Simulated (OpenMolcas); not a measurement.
Pd2+: ligand-field states by method

Pd2+ with 6 ligands (ammonia) in tetragonal octahedral coordination (Ci) at 2.28 Å, the axial distance 2.383 Å. Ligand basis ANO-RCC-VDZP.
```
Pd    0.0000    0.0000    0.0000
N     2.2800    0.0000    0.0000
H     2.6621    0.9457    0.0000
H     2.6621   -0.4729    0.8190
H     2.6621   -0.4729   -0.8190
N     0.0000    2.2800    0.0000
H     0.0000    2.6621    0.9457
H     0.8190    2.6621   -0.4729
H    -0.8190    2.6621   -0.4729
N    -2.2800    0.0000    0.0000
H    -2.6621   -0.9457    0.0000
H    -2.6621    0.4729   -0.8190
H    -2.6621    0.4729    0.8190
N     0.0000   -2.2800    0.0000
H     0.0000   -2.6621   -0.9457
H    -0.8190   -2.6621    0.4729
H     0.8190   -2.6621    0.4729
N     0.0000    0.0000    2.3826
H     0.9457    0.0000    2.7647
H    -0.4729    0.8190    2.7647
H    -0.4729   -0.8190    2.7647
N     0.0000    0.0000   -2.3826
H    -0.9457    0.0000   -2.7647
H     0.4729   -0.8190   -2.7647
H     0.4729    0.8190   -2.7647
```

```
Program             : OpenMolcas 26.06
Basis               : ANO-RCC-VDZP [6s5p3d1f]
Scalar Hamiltonian  : DKH2, point nucleus
Active space        : 8 electrons in 5 orbitals (4d)
State averaging     : 2S+1 = 3 even, 10 roots; 2S+1 = 1 even, 15 roots
Spin-orbit coupling : RASSI with atomic mean-field integrals over the reference wave functions
```

I. CASSCF
II. SS-CASPT2, IPEA 0.25 Eh, imaginary shift 0.1 Eh (closed shells correlated: 4s 4p and the ligand valence shells)

Spin-free states in cm-1, each column counted from its own energy of the first state listed:

```
   State  Degeneracy      I     II
2S+1 = 3           1      0      0
2S+1 = 1           1  11995   8000
2S+1 = 1           1  12507   8130
2S+1 = 3           1  14003  17510
2S+1 = 3           1  14049  17570
2S+1 = 3           1  16259  20620
2S+1 = 3           1  21084  24120
2S+1 = 1           1  22913  18620
2S+1 = 3           1  23060  27070
2S+1 = 3           1  23103  27110
2S+1 = 1           1  26430  27050
2S+1 = 1           1  26478  27100
2S+1 = 1           1  28610  29880
2S+1 = 1           1  29572  30340
2S+1 = 1           1  32389  33120
2S+1 = 1           1  32439  33190
2S+1 = 3           1  34927  40410
2S+1 = 3           1  35300  40490
2S+1 = 3           1  35365  40560
2S+1 = 1           1  45177  50820
```

From I to II, I's first state of the same spin (2S+1 = 3) moves from 14003 to 17510 cm-1, by about +3500 cm-1.

From I to II, I's first state of another spin (2S+1 = 1) moves from 11995 to 8000 cm-1, by about -4000 cm-1.

χT at 300 K: I 1.35, II 1.28 cm3 K/mol.

Over all roots computed the reference weight is 0.67 to 0.69 in II; a low but even weight reflects the number of correlated electrons. Real 4d8 and 5d8 ions are as a rule square planar and diamagnetic. The least metal-like active orbital is 84 % on the metal (Löwdin) and no ligand orbital is active, so the numbers are rough. Ligand-to-metal charge-transfer states are missing. With no ligand orbital active B as a rule stays too high, so bands that hang on it stand too high and its fall with covalency is understated. Without dynamic correlation the repulsion within the d shell is too large (B by tens of per cent), so at a given field states of lower spin stand too high (holds for I). With metal d orbitals alone the field can be off either way by tens of per cent (holds for I). This shell can be high or low spin here, a state of another spin lies low, and with metal d orbitals alone active their balance is uncertain, so the ground spin may be wrong (holds for II). With one d shell and no ligand orbital active, 10Dq can be off by a tenth or more (holds for II). No measured value stands beside these numbers; the geometry is a model, was not optimised and need not be the one that this ion takes.
